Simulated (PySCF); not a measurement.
Os²⁺: excitation energy

Os²⁺ [Xe] 4f14 5d6 (5D) → Os²⁺ [Xe] 4f14 5d5 6s1 (7S), as a difference of total energies. Calculation: PySCF 2.14, in aug-cc-pwCVDZ-PP with ECP60MDF; scalar relativity through the core potential. Correlated levels: valence: 5s2 5p6 frozen; valence and next inner shell: nothing frozen outside the core potential. The calculations carry no spin-orbit coupling.

| method | excitation energy (eV) |
| --- | --- |
| UHF | -0.667 |
| LDA | -0.187 |
| PBE | -0.092 |
| PBE0 | -0.036 |
| r2SCAN | -0.591 |
| LC-wPBE | 0.189 |
| HSE06 | -0.035 |
| M06-L | 0.563 |
| TPSSh | 0.012 |
| MP2 (valence) | -0.200 |
| SCS-MP2 (valence) | 0.392 |
| MP2 (valence and next inner shell) | -0.644 |
| SCS-MP2 (valence and next inner shell) | -0.239 |

How much does correlation contribute at MP2 (valence and next inner shell)?

-0.644 − (-0.667) = 0.023 eV, measured against UHF.
